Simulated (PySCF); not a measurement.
Species: C8H16N (charge +1).
Geometry (GFN2-xTB, Å), atoms numbered from 1 in this order:
```xyz
25
C8H16N angstrom
C      2.3306    0.9827   -1.6289
C      1.8067   -0.2091   -1.4139
C      1.7848   -0.8938   -0.0792
C      0.3783   -1.2716    0.3911
N     -0.5524   -0.1304    0.5604
C     -0.0087    0.8820    1.4719
C     -1.9434   -0.5347    0.9450
C     -2.5259    0.3429   -0.1661
C     -1.0954    0.4861   -0.6922
H      2.3553    1.4237   -2.6093
H      2.7841    1.5600   -0.8393
H      1.3951   -0.7815   -2.2346
H      2.3383   -1.8329   -0.1657
H      2.2993   -0.2875    0.6660
H      0.4418   -1.7833    1.3548
H     -0.0729   -1.9544   -0.3324
H      0.8633    1.3533    1.0241
H     -0.7584    1.6477    1.6606
H      0.2731    0.4207    2.4173
H     -2.1999   -0.2800    1.9712
H     -2.1041   -1.6003    0.7890
H     -2.9647    1.2722    0.1866
H     -3.2277   -0.1459   -0.8342
H     -0.7228    1.4918   -0.8722
H     -0.8853   -0.1334   -1.5608
```

The geometry is computed with GFN2-xTB (gas phase).

Masses are those of the commonest isotopes; rigid-rotor values at the optimised geometry. The values belong to one conformer with, in the numbering `[CH2:1]=[CH:2][CH2:3][CH2:4][N+:5]1([CH3:6])[CH2:7][CH2:8][CH2:9]1`, C1–C2–C3–C4 123°, C2–C3–C4–N5 -61°, C3–C4–N5–C6 -56°, C4–N5–C7–C8 -130°, N5–C7–C8–C9 11°, C7–C8–C9–N5 -11°, C4–N5–C9–C8 128°.

Task: What are A, B and C (GHz)?

Result: Ia = 182.39, Ib = 453.90, Ic = 495.34 u·Å²; 505379 MHz·u·Å²/I gives 2771, 1113 and 1020 MHz, that is A = 2.7709, B = 1.1134, C = 1.0203 GHz.

Task: What kind of rotor is it?

Result: An asymmetric top: κ = (2 × 1113 − 2771 − 1020)/(2771 − 1020) = -0.89.

Task: What does the inertial defect say?

Result: Not planar: Δ = Ic − Ia − Ib = -140.95 u·Å². For a rigid frame Δ = −2 Σ m c², so Σ m c² = 70.47 u·Å² lies off the ab plane: 25.86 from hydrogen and 44.61 from heavier atoms. The atom farthest from that plane is 2.13 Å away.

Task: List the rotational levels J(Ka,Kc) to J = 2 (MHz).

Result: Above 0(0,0):
J = 1: 1(0,1) 2134, 1(1,1) 3791, 1(1,0) 3884
J = 2: 2(0,2) 6397, 2(1,2) 7965, 2(1,1) 8245, 2(2,1) 13217, 2(2,0) 13221

Task: Estimate the classical rotational partition function at 100 K, 200 K and 500 K.

Result: Point group C1, symmetry number σ = 1; q = (√π/σ)·√((kT/h)³/(ABC)), k/h = 20836.6 MHz/K: 95000 at 100 K, 269000 at 200 K, 1060000 at 500 K.

Whether it is a minimum is left open (no frequencies). Constants of a rigid frame at the computed geometry: no zero-point averaging, no centrifugal distortion.
